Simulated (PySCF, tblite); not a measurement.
Isomers of C7H7OP. Method: GFN2-xTB as coded in tblite; computed harmonic values from a numerical Hessian at the method's own geometry, unscaled. This tight-binding method is rough: wavenumbers can miss measured ones by several per cent, in bad cases by 10 to 20. One conformer each.

Electronic energies: PBE0/pcSseg-1 single points on the GFN2-xTB geometries (PySCF, gas phase).

| SMILES | electronic energy, lowest = 0 (kJ/mol) |
| --- | --- |
| Cc1cccpc1C=O | 7.1 |
| Cc1cc(C=O)ccp1 | 0.0 |
| Cc1cpccc1C=O | 8.4 |

Question: How do GFN2-xTB zero-point energies change the relative energies?

Answer: 
| SMILES | ZPE (kJ/mol) | of it from modes above 1550 cm⁻¹ | electronic (kJ/mol) | with ZPE, lowest = 0 (kJ/mol) | lowest mode (cm⁻¹) | rings |
| --- | --- | --- | --- | --- | --- | --- |
| Cc1cc(C=O)ccp1 | 307.9 | 144.8 | 0.0 | 0.0 | 56 | 1 |
| Cc1cccpc1C=O | 309.0 | 135.6 | 7.1 | 8.2 | 72 | 1 |
| Cc1cpccc1C=O | 309.3 | 136.0 | 8.4 | 9.9 | 84 | 1 |

The zero-point energies span 1.4 kJ/mol, from `Cc1cc(C=O)ccp1` to `Cc1cpccc1C=O`. The order is unchanged.

Question: And how do the electronic energies of GFN2-xTB itself compare?

Answer: `Cc1cc(C=O)ccp1` 2.7; `Cc1cccpc1C=O` 0.0; `Cc1cpccc1C=O` 4.5 kJ/mol, lowest = 0. Against the energies above, taken from the same isomer `Cc1cc(C=O)ccp1`, the largest difference is 9.8 kJ/mol.

Question: What do entropy and thermal enthalpy add at 298.15 K and 1 bar (rigid rotor, harmonic oscillator, one conformer each)?

Answer: 
| SMILES | point group | symmetry number | S (J/(mol K)) | H − H(0) (kJ/mol) | ZPE + H − H(0) − TS (kJ/mol) |
| --- | --- | --- | --- | --- | --- |
| Cc1cc(C=O)ccp1 | Cs | 1 | 393.3 | 26.13 | 216.7 |
| Cc1cccpc1C=O | Cs | 1 | 382.2 | 25.33 | 220.4 |
| Cc1cpccc1C=O | Cs | 1 | 384.6 | 25.44 | 220.0 |
